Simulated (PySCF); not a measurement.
Ligand exchange on a metal centre used in film growth or etching (Mo F-OH). All species are isolated molecules in the gas phase. One relaxed conformer stands for each flexible species; it need not be the lowest. In the def2 sets, heavy atoms carry core potentials. Quantity: redistribution energy (mixed species minus the weighted end members). Level 1: PBE-D3(BJ)/def2-TZVP // TPSS-D3(BJ)/def2-SVP (PySCF). Level 2: B3LYP-D3(BJ)/def2-TZVP // TPSS-D3(BJ)/def2-SVP (PySCF). B3LYP has the VWN-RPA correlation part, as in Gaussian.

```tsv
case	level 1 (kcal/mol)	level 2 (kcal/mol)
3 of 6 F replaced by OH: [Mo(F)3(OH)3]	-6.1	-7.8
4 of 6 F replaced by OH: [Mo(F)2(OH)4]	-5.2	-6.8
5 of 6 F replaced by OH: [Mo(F)(OH)5]	-3.3	-4.1
2 of 6 F replaced by OH: [Mo(F)4(OH)2]	-3.0	withheld
1 of 6 F replaced by OH: [Mo(F)5(OH)]	-1.4	-2.7
```

Q: Fit level 2 = a + b·x to the 4 complete rows by least squares, with x = level 1 in kcal/mol. Give a, b and the rms residual, and predict the withheld value.

A: Means of the 4 rows: x̄ = -4, ȳ = -5.35 kcal/mol. Σ(x − x̄)² = 13.1 and Σ(x − x̄)(y − ȳ) = 14.65, so b = 1.118 and a = ȳ − b·x̄ = -0.88 kcal/mol. The rms residual is 0.28 kcal/mol. At x = -3 the line gives -4.2 kcal/mol. The run for 2 of 6 F replaced by OH: [Mo(F)4(OH)2] gave -4.8 kcal/mol, so the line is off by 0.6 kcal/mol, more than twice the rms residual.

Codes: PySCF.
